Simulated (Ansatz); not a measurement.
`CO[SiH2]S` → `[SiH3]S` + `C=O` at 298.15 K and 1 bar (β-hydride elimination).

Program: Ansatz. Geometries: PBE0-D4/def2-TZVP. ΔE: electronic, gas phase. CCSD(T)/CBS adds triple-zeta CCSD(T) − MP2 to the extrapolated MP2 energy (def2 sets, frozen cores). This one scheme is used for every species. Each species was taken in one conformer, which may not be the lowest.

```csv
species,CCSD(T)/CBS energy (Eh),H − E (kJ/mol),S (J/(mol·K))
`CO[SiH2]S`,-803.74459,202.2,346.2
`[SiH3]S`,-689.27336,102.7,272.7
`C=O`,-114.39408,80.1,218.6
```

H − E and S are ideal-gas, rigid-rotor, harmonic terms from PBE0-D4/def2-TZVP, for one conformer and one mirror image of each species. 1 Eh = 2625.50 kJ/mol, R = 8.31446 J/(mol·K).

Question: By hand: ΔE, ΔH, ΔS and ΔG.

Answer: ΔE = (-689.27336) + (-114.39408) − (-803.74459) = 0.07715 Eh = 202.6 kJ/mol. Δ(H − E) = 102.7 + 80.1 − 202.2 = -19.4, so ΔH = 183.2 kJ/mol. ΔS = 272.7 + 218.6 − 346.2 = 145.1 J/(mol·K). ΔG = 183.2 − 298.15 × (145.1)/1000 = 139.9 kJ/mol.

Question: By hand: the equilibrium constant, and the temperature at which ΔG would vanish if ΔH and ΔS stayed fixed.

Answer: log₁₀ K = −ΔG/(RT ln 10) = -24.5. ΔG = 0 at ΔH/ΔS = 1263 K.

The number of gas molecules changes by +1, which sets the sign of ΔS. A doubt of 5 kJ/mol in ΔE shifts log₁₀ K by 0.9 here. Other conformers and mirror images would add mixing entropy, several J/(mol·K) or more a flexible species. Modes under 60 cm⁻¹, often nearly free rotors, make the harmonic entropy too high. These are equilibria of isolated gas molecules and say nothing of rates. Largest T1 diagnostic: 0.015 (customary marks: 0.02 for closed shells, 0.045 for open ones).
